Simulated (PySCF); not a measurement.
A PySCF script (with the pyscf-properties extension) for the NMR shieldings of `BSB(C)OC(C)C`, C4H12B2OS, on a GFN2-xTB geometry:

```python
import basis_set_exchange as bse
import numpy as np
from pyscf import gto, dft
from pyscf.prop import nmr

atoms = """
B    -3.133790    0.171764    1.252145
S    -1.541349   -0.515336    1.488113
B    -0.840924   -0.678015   -0.251658
C    -1.637328   -1.499248   -1.348647
O     0.334576   -0.177859   -0.556657
C     1.240492    0.527029    0.283489
C     1.711883    1.770178   -0.464005
C     2.398838   -0.401942    0.633060
H    -3.522911    0.442897    0.183211
H    -3.764363    0.384647    2.211882
H    -1.272800   -1.284273   -2.349614
H    -1.503055   -2.566637   -1.176999
H    -2.707879   -1.312191   -1.324518
H     0.719111    0.818122    1.206414
H     2.394161    2.340207    0.159892
H     2.221460    1.480856   -1.379691
H     0.862994    2.398059   -0.723964
H     2.905047   -0.723324   -0.274189
H     2.022777   -1.278579    1.154944
H     3.107912    0.114324    1.273753
"""
names = dict.fromkeys(["B", "S", "C", "O", "H"], "pcSseg-1")
basis = {el: gto.basis.parse(bse.get_basis(n, elements=[el], fmt="nwchem")) for el, n in names.items()}
mol = gto.M(atom=atoms, basis=basis, charge=0, verbose=0)
mf = dft.RKS(mol, xc="PBE0")
mf.grids.level = 2
mf.grids.alignment = dft.numint.BLKSIZE   # the property module wants whole blocks of grid points
mf.conv_tol = 1e-9
mf.kernel()

calc = nmr.RKS(mf)   # GIAO
C = mf.mo_coeff
Co = C[:, mf.mo_occ > 0]
resp = mf.gen_response(singlet=True, hermi=2)
def vind(x):   # induced exchange potential for any number of trial vectors
    d = np.einsum("pi,xij,qj->xpq", C, 2 * x.reshape(-1, C.shape[1], Co.shape[1]), Co, optimize=True)
    return np.einsum("xpq,pi,qj->xij", resp(d - d.transpose(0, 2, 1)), C, Co, optimize=True).ravel()
mo1, _ = nmr.rhf.solve_mo1(calc, with_cphf=vind)
sigma = calc.kernel(mo1)
for i, s in enumerate(sigma):   # ppm
    w = np.linalg.eigvalsh((s + s.T) / 2)
    print("%2d %-2s iso %8.1f  s11 %8.1f  s22 %8.1f  s33 %8.1f" % (i, mol.atom_pure_symbol(i), w.mean(), *w))
```

Task: Give the expected output.

Result: 
```
 0 B  iso     32.9  s11    -33.1  s22     -2.1  s33    134.0
 1 S  iso    387.1  s11     99.9  s22    364.6  s33    696.9
 2 B  iso     54.7  s11     25.2  s22     53.8  s33     85.0
 3 C  iso    176.6  s11    165.9  s22    168.5  s33    195.3
 4 O  iso     95.0  s11    -55.4  s22     67.3  s33    273.2
 5 C  iso    112.3  s11     81.0  s22     99.7  s33    156.4
 6 C  iso    161.1  s11    143.9  s22    153.2  s33    186.1
 7 C  iso    160.0  s11    141.2  s22    152.9  s33    185.8
 8 H  iso     24.6  s11     17.8  s22     26.4  s33     29.7
 9 H  iso     24.6  s11     19.6  s22     26.4  s33     27.8
10 H  iso     31.1  s11     26.6  s22     29.6  s33     37.1
11 H  iso     31.0  s11     28.0  s22     28.4  s33     36.7
12 H  iso     30.7  s11     26.2  s22     29.9  s33     36.1
13 H  iso     26.8  s11     22.9  s22     26.9  s33     30.5
14 H  iso     30.6  s11     26.6  s22     28.1  s33     37.2
15 H  iso     30.2  s11     27.2  s22     28.4  s33     35.0
16 H  iso     30.3  s11     26.0  s22     28.8  s33     36.1
17 H  iso     30.2  s11     27.4  s22     28.4  s33     35.0
18 H  iso     30.3  s11     25.9  s22     29.5  s33     35.5
19 H  iso     30.6  s11     26.6  s22     27.9  s33     37.2
```

These numbers come from an equivalent density-fitted implementation of the same equations, which agrees with the script to about 0.01 ppm for H and up to a few tenths of a ppm for heavy atoms, so last digits may differ.

Size and cost of the density-fitted run: 203 basis functions, 38 s wall time on 1 thread of an Arm Neoverse V2, shared host; peak memory 0.84 GiB.
